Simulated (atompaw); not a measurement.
## PBE PAW (atompaw) dataset for N (Z = 7), scalar-relativistic all-electron reference.

| Quantity | Value |
| --- | --- |
| Element | N |
| Generator | atompaw 4.2.0.5 |
| Type | PAW |
| Functional | PBE |
| Relativity | scalar-relativistic |
| Frozen core | [He] |
| Valence charge | 5 |
| Reference configuration | 2s2 2p2 (charge +1) |
| Partial waves | 2s (bound): rc 2.50 bohr; 2s channel at -0.75 Ry: rc 0.80 bohr; 2p (bound): rc 2.50 bohr; 2p channel at 3.8 Ry: rc 2.50 bohr |
| Local potential | bessel scheme, radius 2.45 bohr |
| Core correction | smooth core density matched at 2.35 bohr |
| Augmentation charge | sinc compensation charge, radius 1.80 bohr; PAW radius 2.50 bohr; waves and projectors: custom rrkj gramschmidtortho |

All-electron outer shells of the reference configuration (PBE, scalar-relativistic, ld1.x):

```
shell  level (eV)  outermost node (bohr)  outermost maximum (bohr)
   2s      -32.46                   0.32                      0.99
   2p      -20.69                      –                      0.92
```

Does the generator finish with these settings?

Yes, a potential is produced.

Estimate the cutoffs (Ry, on a coarse ladder) from which the occupation-weighted sum of valence levels, in a spherical-Bessel basis at the reference potential, stays within 10 and 1 mRy of its value at 400 Ry.

12 Ry and 15 Ry.

Does the potential have ghost states?

No extra level below or beside the all-electron valence levels (s, p, d, f tested).

Is the overlap operator S = 1 + Σ q|β⟩⟨β| positive definite (Bessel basis up to 400 Ry)?

Yes: its lowest eigenvalue is 0.34 (s channel).

Which valence shell sets the plane-wave cutoff?

2p: its level needs 12 Ry to come within 1 mRy, against 8 Ry for 2s.
